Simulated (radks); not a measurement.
Question: Species: the xenon ion Xe0.5+. Configuration: [Kr] 4d10 5p6 5s(up 0.75, down 0.75) (fractional occupations, a model configuration). All-electron calculation, scalar-relativistic Kohn-Sham, BLYP, spin-polarised, spherical densities, finite nucleus; Fermi nuclear charge, rms radius 4.7859 fm. Program: a radial shooting solver on a logarithmic mesh with Libxc functionals. Some entries of the table are withheld. Estimate them.

orbital,occ.,eigenvalue (Ry),<r^2> (bohr^2),r(max) (bohr)
1s,2,-2526.945,0.0009638,(1)
2s,2,(2),0.01549,(3)
2p,6,-353.2713,0.01228,0.07779
3s,2,(4),(5),0.2790
3p,6,-67.77769,0.1075,0.2729
3d,10,-48.44276,0.09329,0.2259
4s,2,-14.89564,0.5799,0.6609
4p,6,-10.76825,0.6661,0.6931
4d,10,-4.75247,0.8967,0.7479
5s,1.5,-1.80072,3.803,1.612
5p,6,-0.92518,5.753,1.881

Answer: 
(1) 1s r(max) (bohr): 0.01716
(2) 2s eigenvalue (Ry): -393.6152
(3) 2s r(max) (bohr): 0.09696
(4) 3s eigenvalue (Ry): -80.80738
(5) 3s <r^2> (bohr^2): 0.1073
